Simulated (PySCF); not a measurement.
Write Cartesian coordinates for InChI=1S/C6H3F3/c7-4-1-2-5(8)6(9)3-4/h1-3H as optimised with GFN2-xTB.

```xyz
12
C6H3F3 angstrom
F     -2.4360   -1.2043    0.0148
C     -1.2380   -0.5987    0.0062
C     -1.1791    0.7834   -0.0353
C      0.0590    1.4004   -0.0455
C      1.2115    0.6346   -0.0130
F      2.4085    1.2399   -0.0227
C      1.1321   -0.7537    0.0303
F      2.2479   -1.4934    0.0638
C     -0.0989   -1.3840    0.0394
H     -2.0893    1.3599   -0.0583
H      0.1458    2.4744   -0.0782
H     -0.1623   -2.4592    0.0725
```

Orientation and origin are arbitrary. Atoms count from 1 in this order. All 3 C–F bonds measure 1.339 to 1.342 Å. The 6-membered ring C2–C3–C4–C5–C7–C9 has internal angles of 118.3° to 122.2°; it is planar, 0.00 Å rms from its mean plane, widest ring torsion 0°. The 9 heavy atoms lie in one plane (0.001 Å rms).

Bonds between heavy atoms (Å): F1–C2 1.342, C2–C3 1.384, C3–C4 1.383, C4–C5 1.384, C5–F6 1.341, C5–C7 1.391, C7–F8 1.339, C7–C9 1.383, C2–C9 1.384.

Structure optimised with GFN2-xTB, isolated species.

Point group: Cs (every atom within 0.08 Å of its image). Whether it is a minimum is left open (no frequencies).

The numbers are calculated, not measured.
